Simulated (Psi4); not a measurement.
Cl3OTa (SMILES [O]=[Ta]([Cl])([Cl])[Cl]), singlet, at a GFN2-xTB geometry (such geometries of metal compounds can be far from the true shape) (core potentials on Ta); Psi4 with B3LYP/def2-SV(P).

Input for Psi4:
```
memory 2 GB

molecule mol {
0 1
Ta    0.156651    0.088500   -0.150027
O     1.288746    0.728075   -1.234251
Cl    1.086937   -0.915896    1.590304
Cl   -1.170723   -1.427165   -1.068631
Cl   -1.195361    1.620410    0.703384
}

set {
  basis def2-sv(p)
  reference rks
}

energy('b3lyp')
print_variables()
```

Problem. Predict the main parts of the log of this Psi4 run.

Solution. 
```
   => Loading Basis Set <=

    Name: DEF2-SV(P)
    Role: ORBITAL
    Keyword: BASIS

    !!!  WARNING: ECP capability is in beta. Please check occupations closely.  !!!

         ---------------------------------------------------------
                                   SCF
               by Justin Turney, Rob Parrish, Andy Simmonett
                          and Daniel G. A. Smith
                              RKS Reference
         ---------------------------------------------------------

  ==> Geometry <==

    Molecular point group: c1
    Full point group: C1

    Geometry (in Angstrom), charge = 0, multiplicity = 1:

       Center              X                  Y                   Z               Mass
    ------------   -----------------  -----------------  -----------------  -----------------
         TA           0.142641488086     0.080585065637    -0.136609760637   180.947995800000
         O            1.274736488086     0.720160065637    -1.220833760637    15.994914619570
         CL           1.072927488086    -0.923810934363     1.603721239363    34.968852682000
         CL          -1.184732511914    -1.435079934363    -1.055213760637    34.968852682000
         CL          -1.209370511914     1.612495065637     0.716801239363    34.968852682000

  Running in c1 symmetry.

  Rotational constants: A =      0.05121  B =      0.05121  C =      0.03879 [cm^-1]
  Rotational constants: A =   1535.34185  B =   1535.34161  C =   1162.84553 [MHz]
  Nuclear repulsion =  387.032564438538486

  Charge       = 0
  Multiplicity = 1
  Electrons    = 72
  Nalpha       = 36
  Nbeta        = 36

  ==> Algorithm <==

  SCF Algorithm Type is DF.
  DIIS enabled.
  MOM disabled.
  Fractional occupation disabled.
  Guess Type is SAD.
  Energy threshold   = 1.00e-06
  Density threshold  = 1.00e-06
  Integral threshold = 1.00e-12

  ==> Primary Basis <==

  Basis Set: DEF2-SV(P)
    Blend: DEF2-SV(P)
    Number of shells: 41
    Number of basis functions: 93
    Number of Cartesian functions: 99
    Spherical Harmonics?: true
    Max angular momentum: 2

  Core potential: DEF2-SV(P)
    Number of shells: 4
    Number of ECP primitives: 10
    Number of ECP core electrons: 60
    Max angular momentum: 3

  ==> DFT Potential <==

   => LibXC <=

    Version 7.1.2
    S. Lehtola, C. Steigemann, M. J. T. Oliveira, and M. A. L. Marques,  SoftwareX 7, 1–5 (2018) (10.1016/j.softx.2017.11.002)

   => Composite Functional: B3LYP <=

[...]
   @DF-RKS iter   6: -1512.63741078424937   -1.20044e-03   5.47097e-04 DIIS/ADIIS
   @DF-RKS iter   7: -1512.63839379172714   -9.83007e-04   1.63483e-04 DIIS/ADIIS
   @DF-RKS iter   8: -1512.63848408139643   -9.02897e-05   2.09355e-05 DIIS
   @DF-RKS iter   9: -1512.63848559511598   -1.51372e-06   3.20743e-06 DIIS
   @DF-RKS iter  10: -1512.63848564351406   -4.83981e-08   1.11060e-06 DIIS
   @DF-RKS iter  11: -1512.63848564986165   -6.34759e-09   1.53528e-07 DIIS
  Energy and wave function converged.

  ==> Post-Iterations <==

   Electrons on quadrature grid:
      Ntotal   =   72.0000001842 ; deviation = 1.842e-07

    Orbital Energies [Eh]
    ---------------------

    Doubly Occupied:

[...]
    Virtual:

[...]
    Final Occupation by Irrep:
              A
    DOCC [    36 ]
    NA   [    36 ]
    NB   [    36 ]

  @DF-RKS Final Energy: -1512.63848564986165

   => Energetics <=

    Nuclear Repulsion Energy =            387.0325644385384862
    One-Electron Energy =               -2875.2912954644007186
    Two-Electron Energy =                1056.4555819274319219
    DFT Exchange-Correlation Energy =     -80.8353365514311974
    Empirical Dispersion Energy =           0.0000000000000000
    VV10 Nonlocal Energy =                  0.0000000000000000
    Total Energy =                      -1512.6384856498616500

Computation Completed

Properties will be evaluated at   0.000000,   0.000000,   0.000000 [a0]

Properties computed using the SCF density matrix

 Multipole Moments:

 ------------------------------------------------------------------------------------
     Multipole            Electronic (a.u.)      Nuclear  (a.u.)        Total (a.u.)
 ------------------------------------------------------------------------------------

 L = 1.  Multiply by 2.5417464519 to convert [e a0] to [Debye]
 Dipole X            :         19.3064320          -19.6678025           -0.3613705
 Dipole Y            :         10.9071408          -11.1112916           -0.2041507
 Dipole Z            :        -18.4901083           18.8361309            0.3460227
 Magnitude           :                                                    0.5403682

 ------------------------------------------------------------------------------------

  Variable Map:
  ----------------------------------------------------------------------------
[...]
  Array Variable Map:
  ----------------------------------------------------------------------------
[...]
[...]
```
